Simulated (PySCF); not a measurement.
# input.py for LiGe⁺

The script input.py:

```python
from pyscf import gto, dft

mol = gto.M(
    atom='Li 0 0 0; Ge 0 0 2.545',
    basis='def2-svp',
    charge=1,
    spin=0,
    verbose=4,
)
mf = dft.RKS(mol, xc='tpssh')
mf.kernel()
mf.analyze()
print('orbital energies (hartree):', mf.mo_energy[..., max(0, mol.nelec[1]-3):mol.nelec[0]+3].round(4))
```

```bash
$ python input.py
```

It prints (some set-up lines and the per-cycle HOMO/LUMO lines with their warnings removed):

```
PySCF version 2.14.0

[INPUT] Symbol           X                Y                Z      unit          X                Y                Z       unit  Magmom
[INPUT]  1 Li     0.000000000000   0.000000000000   0.000000000000 AA    0.000000000000   0.000000000000   0.000000000000 Bohr   0.0
[INPUT]  2 Ge     0.000000000000   0.000000000000   2.545000000000 AA    0.000000000000   0.000000000000   4.809352987018 Bohr   0.0

nuclear repulsion = 19.9611050091631
number of shells = 17
number of NR pGTOs = 90
number of NR cGTOs = 41
basis = def2-svp
ecp = {}

******** <class 'pyscf.dft.rks.RKS'> ********
method = RKS
initial guess = minao
damping factor = 0
level_shift factor = 0
DIIS = <class 'pyscf.scf.diis.CDIIS'>
SCF conv_tol = 1e-09
SCF max_cycles = 50
XC functionals = tpssh

grids dens level: 3
Initial guess from minao.
tot grids = 34368
init E= -2083.48641491247
cycle= 1 E= -2083.88946228377  delta_E= -0.403  |g|= 0.392  |ddm|= 1.38
cycle= 2 E= -2083.89354113765  delta_E= -0.00408  |g|= 0.452  |ddm|= 0.967
cycle= 3 E= -2083.91420229525  delta_E= -0.0207  |g|= 0.0167  |ddm|= 0.329
cycle= 4 E= -2083.91433637591  delta_E= -0.000134  |g|= 0.00343  |ddm|= 0.0635
cycle= 5 E= -2083.91434013549  delta_E= -3.76e-06  |g|= 0.000351  |ddm|= 0.011
cycle= 6 E= -2083.91434019953  delta_E= -6.4e-08  |g|= 5.77e-05  |ddm|= 0.00109
cycle= 7 E= -2083.914340202  delta_E= -2.46e-09  |g|= 3.82e-06  |ddm|= 0.000265
cycle= 8 E= -2083.91434020201  delta_E= -1.09e-11  |g|= 8.08e-08  |ddm|= 1.42e-05
Extra cycle  E= -2083.91434020201  delta_E= -1.82e-12  |g|= 5.04e-08  |ddm|= 4.62e-07
converged SCF energy = -2083.91434020201
**** SCF Summaries ****
Total Energy =                       -2083.914340202009498
Nuclear Repulsion Energy =              19.961105009163067
One-electron Energy =                -2935.363133485381240
Two-electron Energy =                  831.487688274208949
Two-electron Coulomb Energy =          912.114254424373030
DFT Exchange-Correlation Energy =      -80.626566150164138
**** MO energy ****
[6 lines left out]
MO #7   energy= -4.55877497724687  occ= 2
MO #8   energy= -4.55877497724686  occ= 2
MO #9   energy= -4.53714105084465  occ= 2
MO #10  energy= -2.1934928507617   occ= 2
MO #11  energy= -1.39481305905892  occ= 2
MO #12  energy= -1.39478214441112  occ= 2
MO #13  energy= -1.37763850205577  occ= 2
MO #14  energy= -1.37763850205576  occ= 2
MO #15  energy= -1.37182884464119  occ= 2
MO #16  energy= -0.646377306470544 occ= 2
MO #17  energy= -0.367305291020348 occ= 2
MO #18  energy= -0.325894766920684 occ= 0
MO #19  energy= -0.325894766920659 occ= 0
MO #20  energy= -0.198623882081931 occ= 0
[21 lines left out]
 ** Mulliken pop on meta-lowdin orthogonal AOs  **
 ** Mulliken pop  **
pop of  0 Li 1s           1.99948
pop of  0 Li 2s           0.23014
pop of  0 Li 3s           0.00287
pop of  0 Li 2px          0.00000
pop of  0 Li 2py          0.00000
pop of  0 Li 2pz          0.01354
pop of  0 Li 3px          0.00000
pop of  0 Li 3py          0.00000
pop of  0 Li 3pz          0.01492
pop of  1 Ge 1s           2.00000
pop of  1 Ge 2s           1.99998
pop of  1 Ge 3s           1.99969
[29 lines left out]
 ** Mulliken atomic charges  **
charge of    0Li =      0.73905
charge of    1Ge =      0.26095

WARN: System has nonzero charge 1; the dipole moment is origin-dependent.
Location of origin: [0. 0. 0.]

Dipole moment(X, Y, Z, Debye): -0.00000, -0.00000,  3.38757
orbital energies (hartree): [-1.3718 -0.6464 -0.3673 -0.3259 -0.3259 -0.1986]
```

In short: E(SCF) = -2083.914340 Eh, 8 cycles.

Wall time 2.4 s on one thread of a shared host.

Stability towards an unrestricted solution was not tested. The bond length is a typed value, not an optimised one. The dipole of an ion depends on the origin.
